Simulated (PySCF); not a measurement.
C5H8O3.
Numbering: `[CH3:1][CH2:2][O:3][C@H:4]1[O:5][CH2:6][C:7]1=[O:8]` (hydrogens: H9, H10, H11 on C1; H12, H13 on C2; H14 on C4; H15, H16 on C6)

The closed-shell SCF was solved with PySCF and density fitting under several settings on one GFN2-xTB geometry (grid level 2 and gas phase unless stated).

```tsv
settings	basis functions	SCF cycles	E (Eh)	HOMO (eV)	LUMO (eV)	dipole (D)
PBE0/pcSseg-1	176	14	-420.4485	-7.66	-1.21	2.01
PBE0/def2-SVPD	233	14	-420.2108	-7.75	-1.36	2.19
revPBE/3-21G, IEF-PCM chloroform, grid level 3, level shift 0.2 Eh	88	14	-418.5094	-5.59	-1.89	1.81
PBE0/pcSseg-1, fitting basis def2-universal-jkfit	176	11	-420.4486	-7.66	-1.21	2.01
mPW1PW91/pcSseg-0, damping 0.3 at the start, DIIS from the seventh cycle	88	17	-419.8497	-7.77	-1.41	2.00
PBE0/def2-SVPD, grid level 3	233	14	-420.2108	-7.75	-1.36	2.19
wB97X/pcSseg-0, fitting basis def2-universal-jkfit	88	13	-419.8641	-10.07	1.04	1.98
LC-wPBE/pcseg-1	152	15	-420.6264	-10.42	1.28	2.02
```

Problem. Estimate the row for these settings: B3LYP/6-31G-J.

Solution. 
| settings | basis functions | SCF cycles | E (Eh) | HOMO (eV) | LUMO (eV) | dipole (D) |
| --- | --- | --- | --- | --- | --- | --- |
| B3LYP/6-31G-J | 128 | 15 | -420.8956 | -7.35 | -1.47 | 1.96 |

Problem. Over all rows, what range does the HOMO–LUMO gap span?

Solution. From 3.70 eV (revPBE/3-21G, IEF-PCM chloroform, grid level 3, level shift 0.2 Eh) to 11.70 eV (LC-wPBE/pcseg-1). The functional of the narrowest has no exact exchange, that of the widest range-separated exact exchange.

Problem. And the dipole moment?

Solution. From 1.81 D to 2.19 D; the largest is 1.21 times the smallest, and the median is 2.01 D.

Problem. Compare two rows with the functional PBE0: PBE0/pcSseg-1 and PBE0/def2-SVPD, grid level 3. Which energy is lower, and by how much?

Solution. PBE0/pcSseg-1 (176 functions) lies 0.2377 Eh or 149 kcal/mol below PBE0/def2-SVPD, grid level 3 (233 functions). The smaller set gives the lower energy; the two sets aren't nested, so the variational bound doesn't order them by size.

Cycle counts include a coarse-grid stage where the run had one. The species at its GFN2-xTB geometry (one conformer only).

Conformer computed: `[CH3:1][CH2:2][O:3][C@H:4]1[O:5][CH2:6][C:7]1=[O:8]`: C1–C2–O3–C4 179°, C2–O3–C4–O5 74°.
